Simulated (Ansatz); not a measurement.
Geometry optimisation, Ansatz, RKS B3LYP/def2-SVP.

input.yaml

```yaml
crystal:
  periodic: [false, false, false]
  atoms:
    - { symbol: Hf, position_ang: [0.0, 0.0, 0.0] }
    - { symbol: F, position_ang: [0.0, 0.0, 2.33] }
    - { symbol: Cl, position_ang: [2.3764, 0.0, -0.8392] }
    - { symbol: O, position_ang: [-0.975, 1.6891, -0.6893] }
    - { symbol: Si, position_ang: [-2.5839, 1.7445, -1.1695] }
    - { symbol: H, position_ang: [-3.3961, 0.9604, -0.2437] }
    - { symbol: H, position_ang: [-3.0456, 3.1296, -1.1677] }
    - { symbol: H, position_ang: [-2.7103, 1.1918, -2.5149] }
    - { symbol: Cl, position_ang: [-1.1869, -2.0563, -0.8392] }
    - { symbol: H, position_ang: [1.1221, -1.704, 0.6779] }
    - { symbol: H, position_ang: [0.8157, -1.2386, 1.7078] }
basis:
  gaussian: { orbitals: def2-SVP }
hamiltonian:
  xc: b3lyp
relax:
  f_tol: 0.15
  max_steps: 25
  restrain:
    - { distance: [0, 9], at: 3.05, k: 30.0 }
    - { distance: [10, 1], at: 2.12, k: 30.0 }
    - { distance: [0, 1], at: 1.98, k: 30.0 }
    - { distance: [10, 9], at: 0.66, k: 30.0 }
```

Command:

```bash
$ ansatz run input.yaml --threads 4 --pin off --max-ram 5120MiB --backend cpu --events-out ev --progress --plain --runs-dir out
```

Question: Where does it end, and by what steps?

Answer: The forces met the threshold. The restraints hold the end off the free minimum; the threshold counts their pulls, which the force column leaves out. Restrained pairs: Hf1–H10 (2.15 → 3.05 Å), F2–H11 (1.61 → 2.13 Å), Hf1–F2 (2.33 → 1.95 Å), H10–H11 (1.17 → 0.72 Å). After 9 steps the energy has fallen by 3.421 eV (the restraints' own energy left out); H10 moved furthest, 1.08 Å.

| step | energy less start (eV) | largest force component (eV/Å) | accepted |
| --- | --- | --- | --- |
| 0 | 0.0000 | 3.564 | yes |
| 1 | -1.1705 | 3.716 | yes |
| 2 | -1.9718 | 4.582 | yes |
| 3 | -2.6763 | 3.292 | yes |
| 4 | -3.1305 | 1.284 | yes |
| 5 | -3.2591 | 1.187 | yes |
| 6 | -3.3434 | 1.279 | yes |
| 7 | -3.3865 | 1.171 | yes |
| 8 | -3.4014 | 1.081 | yes |
| 9 | -3.4207 | 1.121 | yes |

```xyz
11
Properties=species:S:1:pos:R:3
Hf -0.100 -0.190 -0.073
F -0.153 -0.072 1.875
Cl 1.980 0.514 -0.959
O -1.443 1.023 -0.703
Si -2.767 1.918 -1.235
H -3.948 1.548 -0.408
H -2.465 3.366 -1.083
H -3.019 1.593 -2.666
Cl -0.734 -2.328 -0.864
H 1.735 -2.056 1.495
H 1.329 -1.600 1.874
```

The run took 47 s on 4 threads of Arm Neoverse V1, with other jobs on the host, peak memory 0.4 GiB.
